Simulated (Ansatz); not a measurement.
Geometry optimisation, UKS BLYP-D4/STO-3G in Ansatz.

Input file:

```yaml
crystal:
  periodic: [false, false, false]
  atoms:
    - { symbol: B, position_ang: [-1.3978, -1.0205, 0.3468] }
    - { symbol: C, position_ang: [-0.0414, -0.4964, -0.2654] }
    - { symbol: "N", position_ang: [-0.2592, 0.0451, -1.631] }
    - { symbol: Al, position_ang: [1.2132, -2.1272, -0.3278] }
    - { symbol: C, position_ang: [0.6268, 0.5559, 0.6327] }
    - { symbol: Si, position_ang: [-0.298, 2.2227, 0.7288] }
    - { symbol: H, position_ang: [-2.4175, -0.8135, -0.2733] }
    - { symbol: H, position_ang: [-1.4679, -1.4054, 1.421] }
    - { symbol: H, position_ang: [-1.01061, -1.88569, -0.33908] }
    - { symbol: H, position_ang: [0.7056, 0.3238, -1.9843] }
    - { symbol: H, position_ang: [1.4725, -2.917, 1.047] }
    - { symbol: H, position_ang: [1.7398, -2.6412, -1.7034] }
    - { symbol: H, position_ang: [0.6721, 0.1996, 1.6715] }
    - { symbol: H, position_ang: [1.6228, 0.7987, 0.2982] }
    - { symbol: H, position_ang: [-1.6508, 1.9791, 1.2722] }
    - { symbol: H, position_ang: [-0.3833, 2.8238, -0.5983] }
    - { symbol: H, position_ang: [0.4454, 3.1589, 1.6086] }
magnetization:
  spin_polarized: true
basis:
  gaussian: { orbitals: STO-3G }
hamiltonian:
  xc: blyp
  dispersion: d4
relax:
  f_tol: 0.02
  max_steps: 50
```

Command:

```bash
$ ansatz run input.yaml --threads 1 --pin off --max-ram 2048MiB --backend cpu --events-out ev --progress --plain --runs-dir out
```

Task: Where does it end, and by what steps?

Result: The run converged. The force dipped under the threshold on the way, but the program's further checks kept it going. Limits of this set-up: minimal basis. After 28 steps the energy has fallen by 6.905 eV; H12 moved furthest, 2.17 Å. Joined: N3–Al4 (2.93 → 1.89 Å), Al4–H9 (2.24 → 1.74 Å).

```tsv
step	energy less start (eV)	largest force component (eV/Å)	accepted
0	0.0000	3.731	yes
1	-1.7935	4.053	yes
2	-3.0426	2.910	yes
3	-3.8906	3.141	yes
4	-4.4763	1.838	yes
5	-4.7716	0.539	yes
6	-5.0449	0.951	yes
7	-5.3916	1.127	yes
8	-5.7154	0.982	yes
9	-6.0518	1.211	yes
10	-6.1898	1.375	yes
11	-6.3985	0.689	yes
12	-6.5280	0.771	yes
13	-6.6242	0.519	yes
14	-6.7121	0.322	yes
15	-6.7819	0.238	yes
16	-6.8310	0.200	yes
17	-6.8617	0.228	yes
18	-6.8762	0.253	yes
19	-6.8847	0.265	yes
20	-6.8902	0.234	yes
21	-6.8976	0.108	yes
22	-6.9010	0.067	yes
23	-6.9027	0.059	yes
24	-6.9036	0.044	yes
25	-6.9040	0.031	yes
26	-6.9042	0.020	yes
27	-6.9044	0.011	yes
28	-6.9045	0.018	yes
```

```xyz
17
Properties=species:S:1:pos:R:3
B -0.924 -1.249 0.664
C 0.319 -0.278 0.338
N 1.132 -0.723 -0.643
Al 0.475 -2.379 -1.274
C 0.581 1.074 1.017
Si -0.660 2.386 0.397
H -1.958 -0.738 0.415
H -0.860 -1.682 1.760
H -0.818 -2.243 -0.122
H 1.970 -0.111 -0.889
H 1.307 -3.540 -0.801
H -0.186 -2.248 -2.621
H 0.445 0.952 2.111
H 1.622 1.412 0.828
H -1.995 2.078 0.878
H -0.641 2.408 -1.057
H -0.237 3.683 0.904
```

Whether the end is a true minimum wasn't checked by a vibrational analysis.

Run time: 3.7 min on 1 thread of Intel(R) Xeon(R) Processor @ 2.70GHz, on a shared host, peak memory 0.23 GiB.
